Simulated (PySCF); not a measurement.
Species: C7H8ClOPS.
Geometry (GFN2-xTB, Å), atoms numbered from 1 in this order:
```xyz
19
C7H8ClOPS angstrom
C     -2.826   -1.298   -0.351
O     -2.607    0.084   -0.230
C     -1.323    0.505   -0.138
C     -1.165    1.880   -0.033
C      0.071    2.491    0.073
Cl     0.112    4.214    0.204
C      1.274    1.810    0.083
C      1.350    0.429   -0.013
S      2.984   -0.230    0.016
C      2.702   -2.016   -0.093
P     -0.012   -0.664   -0.157
H     -2.443   -1.838    0.523
H     -3.904   -1.431   -0.423
H     -2.342   -1.697   -1.251
H     -2.063    2.480   -0.035
H      2.196    2.366    0.169
H      2.198   -2.252   -1.027
H      2.106   -2.343    0.756
H      3.684   -2.479   -0.065
```

Probes without a nucleus sit at each ring's centroid and 1 Å off its mean plane on both sides; NICS is minus the shielding there, NICSzz its component along the normal. Level: GIAO PBE0/pcSseg-1 (PySCF, non-relativistic, gas phase) on the GFN2-xTB geometry, one conformer.

Ring bond lengths (Å), with Mayer bond orders in brackets: C3–C4 1.388 (1.37), C4–C5 1.383 (1.36), C5–C7 1.383 (1.36), C7–C8 1.386 (1.37), C8–P11 1.752 (1.19), P11–C3 1.757 (1.21).

Problem. Give the NICS values of each ring in ppm.

Solution. 
```csv
ring,type,NICS(0),"NICS(1), two faces","NICS(1)zz, two faces",rms pucker (Å),"centre to ring atoms, mean (Å)"
C3–C4–C5–C7–C8–P11,6-membered ring with P; formal bonds all aromatic,-8.3,-9.5 / -9.5,-21.0 / -21.1,0.00,1.50
```

Problem. What can be read from them?

Solution. 
- C3–C4–C5–C7–C8–P11: mean NICS(1)zz -21.0 ppm, shielded.

Problem. How equal are the bonds by HOMA? HOMA = 1 − mean of α(R − Ropt)² over the ring bonds, with Krygowski's 1993 parameters (CC: Ropt 1.388 Å, α 257.7 Å⁻²; CP: Ropt 1.698 Å, α 118.91 Å⁻²).

Solution. 
- C3–C4–C5–C7–C8–P11: HOMA 0.87; the largest term is that of P11–C3, α(R − Ropt)² = 0.41.

Problem. What is the mean of the two in-plane components of NICS at the second NICS(1) probe listed for ring C3–C4–C5–C7–C8–P11, 1 Å off the ring?

Solution. The isotropic value is a third of the trace: (3 × -9.5 − (-21.1))/2 = -3.7 ppm.

On one thread, Arm Neoverse V1 (aarch64), shared host with 32 logical CPUs at a one-minute load of 11, this took 69 s of wall time and 1.1 GiB of memory at its peak. This is the whole shielding run at PBE0/pcSseg-1, SCF included.
